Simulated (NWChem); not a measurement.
Species: NH₂SeF; SMILES N[Se]F

```xyz
5

Se     0.3774     0.0164     0.0000
F     -0.5396    -1.5220     0.0000
N     -0.8877     1.2493     0.0000
H     -1.4274     1.3810     0.8503
H     -1.4274     1.3810    -0.8503
```
Atoms are numbered in this order, from 1.

All runs use the structure optimised with PBE0/def2-SVP.

Spin-orbit effects, on the heavy nuclei and on their neighbours, are missing.

Task: Give the principal values of the shielding tensors (ppm) of Se1, F2, N3 from B3LYP/6-31G* (spherical d), GIAO (NWChem), with their diamagnetic and paramagnetic parts as GIAO splits them.

Result: 
```json
[
 {"atom": "Se1", "σ11": "-1452.3", "σ22": "607.2", "σ33": "1205.3", "isotropic": "120.0", "diamagnetic": "2994.6", "paramagnetic": "-2874.5"},
 {"atom": "F2", "σ11": "61.5", "σ22": "324.2", "σ33": "849.5", "isotropic": "411.8", "diamagnetic": "472.6", "paramagnetic": "-60.8"},
 {"atom": "N3", "σ11": "91.6", "σ22": "189.5", "σ33": "227.5", "isotropic": "169.5", "diamagnetic": "321.0", "paramagnetic": "-151.4"}
]
```
